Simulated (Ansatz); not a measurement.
Consider the formal exchange of groups at a C–Sn bond: `F[CH]([SiH3])[SnH3]` + `CBr` → `FC([SiH3])CBr` + `[SnH4]`.

Calculated with Ansatz (gas phase, PBE0-D4/def2-TZVP geometries, no zero-point term in ΔE). CBS: MP2 limit from def2 TZ/QZ plus the TZ coupled-cluster correction, frozen cores. DFT in def2-TZVPP. B3LYP here is the variant with VWN-RPA as its local correlation; programs differ in this. def2 core potentials past Kr. For Br, Sn outer-core shells are correlated without core-valence functions, which leaves a few kJ/mol of doubt a bond. Scalar relativity is left out up to krypton. One conformer a species, not always the lowest.

**Question.** Is it downhill or uphill in electronic energy at CCSD(T)/CBS, and by how much? (An estimate is asked.)

**Answer.** The calculation gave: Uphill: ΔE = +5.1 kJ/mol.

**Question.** What do these levels give: PBE-D4, r2SCAN-D4, B3LYP-D4, ωB97X-V, ωB97M-V, PBE, r2SCAN, HF/def2-TZVPP, SCS-MP2/def2-TZVPP, CCSD(T)/def2-TZVPP, MP2/def2-QZVPP, HF/CBS(def2)? (Best estimate.)

**Answer.** The calculation gave: PBE-D4 1.3, r2SCAN-D4 -1.9, B3LYP-D4 1.5, ωB97X-V -2.7, ωB97M-V -1.7, PBE 1.6, r2SCAN -1.7, HF/def2-TZVPP -6.1, SCS-MP2/def2-TZVPP 1.0, CCSD(T)/def2-TZVPP -0.7, MP2/def2-QZVPP 4.9, HF/CBS(def2) -5.1 kJ/mol.

Largest T1 diagnostic among the species: 0.013.

In def2-TZVPP, CCSD(T) changes the Hartree–Fock value by +5.4 kJ/mol (the triples alone add +0.7 kJ/mol) and MP2 by +7.4 kJ/mol. From PBE to PBE0 (25 % exact exchange), in def2-TZVPP and without D4, ΔE moves by −3.1 kJ/mol.
